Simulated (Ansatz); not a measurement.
The cluster Li₂Si₂. Total charge 0; triplet. Geometry PBE0-D4/def2-TZVP, that of the charge +1 doublet; atoms count from 1.

| atom | x (Å) | y (Å) | z (Å) |
| --- | --- | --- | --- |
| Li1 | 0.325 | 1.923 | -0.927 |
| Li2 | 1.052 | -1.727 | 0.758 |
| Si3 | -0.741 | -0.548 | -0.867 |
| Si4 | -0.636 | 0.352 | 1.036 |

At PBE0-D4/def2-TZVP a singlet of charge 0 lies 1.24 eV below the triplet at the same geometry. The structure comes from a short search, and lower isomers may exist.

**Question.** Estimate the Mulliken populations from the PBE0/def2-TZVP orbitals of Ansatz.

**Answer.** 
| atom | charge (e) | spin (α − β) |
| --- | --- | --- |
| Li1 | 0.50 | 0.12 |
| Li2 | 0.50 | 0.12 |
| Si3 | -0.50 | 0.88 |
| Si4 | -0.50 | 0.88 |
Mulliken values depend strongly on the basis.

**Question.** Where does the spin sit?

**Answer.** Summed by element: Li 0.25, Si 1.75, of 2 unpaired in all. Largest on single atoms: Si3 0.88, Si4 0.88, Li1 0.12.

**Question.** And the Mayer bond orders between heavy atoms (over 0.3)?

**Answer.** Li1–Si3 0.41 (2.69 Å); Li1–Si4 0.41 (2.69 Å); Li2–Si3 0.41 (2.69 Å); Li2–Si4 0.41 (2.69 Å); Si3–Si4 2.00 (2.11 Å).
